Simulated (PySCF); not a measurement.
# Correlation energy of Ir⁺ (iridium, charge +1)

[Xe] 4f14 5d8, high-spin 3F determinant (an excited configuration). All numbers are calculated (PySCF 2.14, a scalar-relativistic core potential, in aug-cc-pwCVDZ-PP with ECP60MDF (6s6p5d3f, 70 functions)). Frozen: 5s2 5p6; 8 electrons correlated.

| level | correlation energy (mhartree) |
| --- | --- |
| CCSD | -187.57 |
| (T) | -6.10 |
| CCSD(T) | -193.67 |

Diagnostics: T1 = 0.0038, D1 = 0.0057, largest double amplitude 0.049.

Spin-orbit coupling, absent here, splits the open shell strongly.

Cost of the coupled-cluster step: of the order of 40 core-seconds, for 8 correlated electrons.

Iterations:

```
CC2 = 0
CCSD nocc = (np.int64(5), np.int64(3)), nmo = (66, 66)
frozen orbitals [[0, 1, 2, 3], [0, 1, 2, 3]]
max_cycle = 100
direct = 0
conv_tol = 1e-08
conv_tol_normt = 1e-06
diis_space = 8
diis_start_cycle = 0
Init t2, MP2 energy = -0.186198134601905
Init E_corr(UCCSD) = -0.186198134602007
cycle = 1  E_corr(UCCSD) = -0.184601468270078  dE = 0.00159666633  norm(t1,t2) = 0.0314302
cycle = 2  E_corr(UCCSD) = -0.186039964441881  dE = -0.00143849617  norm(t1,t2) = 0.0172076
cycle = 3  E_corr(UCCSD) = -0.187204232156423  dE = -0.00116426771  norm(t1,t2) = 0.0118119
cycle = 4  E_corr(UCCSD) = -0.187524490619908  dE = -0.000320258463  norm(t1,t2) = 0.00492095
cycle = 5  E_corr(UCCSD) = -0.187529753262549  dE = -5.26264264e-06  norm(t1,t2) = 0.00240184
cycle = 6  E_corr(UCCSD) = -0.187562841286325  dE = -3.30880238e-05  norm(t1,t2) = 0.000823356
cycle = 7  E_corr(UCCSD) = -0.18756662087949  dE = -3.77959317e-06  norm(t1,t2) = 0.000180773
cycle = 8  E_corr(UCCSD) = -0.187566154203244  dE = 4.66676246e-07  norm(t1,t2) = 6.63346e-05
cycle = 9  E_corr(UCCSD) = -0.18756615789224  dE = -3.68899561e-09  norm(t1,t2) = 1.47023e-05
cycle = 10  E_corr(UCCSD) = -0.187566282328739  dE = -1.24436499e-07  norm(t1,t2) = 5.02679e-06
cycle = 11  E_corr(UCCSD) = -0.187566306796518  dE = -2.44677794e-08  norm(t1,t2) = 1.87268e-06
cycle = 12  E_corr(UCCSD) = -0.187566302495681  dE = 4.30083719e-09  norm(t1,t2) = 5.93463e-07
UCCSD converged
E(UCCSD) = -103.5222852686096  E_corr = -0.1875663024956811
UCCSD(T) correction = -0.00609632922766132
```
